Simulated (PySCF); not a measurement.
This PySCF input asks for the NMR shieldings of SMILES CCN[SiH2]P[SiH3], C₂H₁₂NPSi₂; the geometry comes from GFN2-xTB.

```python
import basis_set_exchange as bse
import numpy as np
from pyscf import gto, dft
from pyscf.prop import nmr

atoms = """
C    -2.212108    1.480732   -0.605744
C    -2.253334    0.005195   -0.218371
N    -0.966163   -0.505297    0.181683
Si    0.154796   -1.186880   -0.913098
P     1.949102   -1.608620    0.348734
Si    3.152130    0.246526    0.105833
H    -3.198442    1.820595   -0.910774
H    -1.881775    2.083396    0.237771
H    -1.517465    1.627966   -1.428853
H    -2.966716   -0.138692    0.600602
H    -2.588309   -0.589046   -1.069486
H    -0.626895   -0.073316    1.028888
H     0.485498   -0.354744   -2.090482
H    -0.392913   -2.454317   -1.411009
H     2.593827   -2.313998   -0.641474
H     4.503341   -0.047107    0.581381
H     2.531906    1.278810    0.938510
H     3.224762    0.735115   -1.275287
"""
names = dict.fromkeys(["C", "N", "Si", "P", "H"], "pcSseg-1")
basis = {el: gto.basis.parse(bse.get_basis(n, elements=[el], fmt="nwchem")) for el, n in names.items()}
mol = gto.M(atom=atoms, basis=basis, charge=0, verbose=0)
mf = dft.RKS(mol, xc="PBE0")
mf.grids.level = 2
mf.grids.alignment = dft.numint.BLKSIZE   # the property module wants whole blocks of grid points
mf.conv_tol = 1e-9
mf.kernel()

calc = nmr.RKS(mf)   # GIAO
C = mf.mo_coeff
Co = C[:, mf.mo_occ > 0]
resp = mf.gen_response(singlet=True, hermi=2)
def vind(x):   # induced exchange potential for any number of trial vectors
    d = np.einsum("pi,xij,qj->xpq", C, 2 * x.reshape(-1, C.shape[1], Co.shape[1]), Co, optimize=True)
    return np.einsum("xpq,pi,qj->xij", resp(d - d.transpose(0, 2, 1)), C, Co, optimize=True).ravel()
mo1, _ = nmr.rhf.solve_mo1(calc, with_cphf=vind)
sigma = calc.kernel(mo1)
for i, s in enumerate(sigma):   # ppm
    print("%2d %-2s %9.2f" % (i, mol.atom_pure_symbol(i), np.trace(s) / 3))
```

Question: What are the results?

Answer: 
```
 0 C     165.16
 1 C     143.59
 2 N     231.19
 3 Si    384.30
 4 P     654.05
 5 Si    427.89
 6 H      30.68
 7 H      30.83
 8 H      30.40
 9 H      28.50
10 H      29.10
11 H      31.80
12 H      26.24
13 H      26.61
14 H      31.63
15 H      27.50
16 H      27.80
17 H      27.52
```

These numbers come from an equivalent density-fitted implementation of the same equations, which agrees with the script to about 0.01 ppm for H and up to a few tenths of a ppm for heavy atoms, so last digits may differ.

Size and cost of the density-fitted run: 183 basis functions, 22 s wall time on 1 thread of an Arm Neoverse V2, shared host; peak memory 0.83 GiB.
